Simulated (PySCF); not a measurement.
## Spin states of TlBr⁺

Unrestricted PBE0; Tl cc-pVDZ-PP with ECP60, Br cc-pVDZ-PP with ECP10; scalar-relativistic core potentials (PySCF 2.14). Outer shells of the fragments: Tl+ 5d10 6s2; Br 3d10 4s2 4p5.

Followed along the bond (rough minima from three points):

| 2Ms+1 | unpaired | ⟨S²⟩ at the start | R at minimum (Å) | Te (eV) |
| --- | --- | --- | --- | --- |
| 2 | π ↑ | 0.75 | 3.32 | 0.00 |
| 2 | σ ↑ | 0.76 | 2.90 | 0.29 |
| 4 | σ ↑, π ↑↑ | 3.76 | 2.88 | 5.56 |

Solutions found at the starting distance of 2.645 Å, counted from the lowest of them; the search is not exhaustive and high or unbound solutions are not listed, so other states can lie among these:

```
2Ms+1   unpaired   term  E (eV)  ⟨S²⟩  ⟨Lz²⟩  μ (D)
    2        σ ↑    ²Σ⁺    0.00  0.76   0.00  -2.29
    2        π ↑     ²Π    0.28  0.75   1.01   0.34
    4  σ ↑, π ↑↑  mixed    5.33  3.76   2.01   2.78
    4  σ ↑, π ↑↑  mixed    5.45  3.76   2.01   2.81
    2  σ ↑, π ↑↓  mixed    5.89  1.76   2.01   3.39
    4  σ ↑↑, π ↑     ⁴Π    6.66  3.75   1.01   3.65
    4  σ ↑↑, π ↑     ⁴Π    7.71  3.75   1.01  -0.41
    4      π ↑↑↑     ⁴Π    7.82  3.75   1.00   8.24
    4      σ ↑↑↑    ⁴Σ⁺    9.30  3.75   0.00  -0.27
```

A term symbol is given only where ⟨S²⟩ and ⟨Lz²⟩ are close to those of a pure state; real π, δ and φ orbitals otherwise mix terms. A positive dipole points towards Br; it is taken about the centre of mass and depends on that origin.

**Question.** Compare the gap between the two lowest followed solutions at the starting distance with the gap between their minima.

**Answer.** At PBE0 the second solution (doublet, unpaired electrons σ ↑) lies -0.28 eV from the first (doublet, unpaired electrons π ↑) at 2.645 Å and +0.29 eV at the minima; the two curves relax by different amounts, since their minima lie near 2.90 and 3.32 Å.

These are scalar-relativistic numbers at best; spin–orbit coupling would shift them, the dissociation energy most. Counting both spins, an empty level lies below a filled one in some of these solutions, because spin and occupation are held.
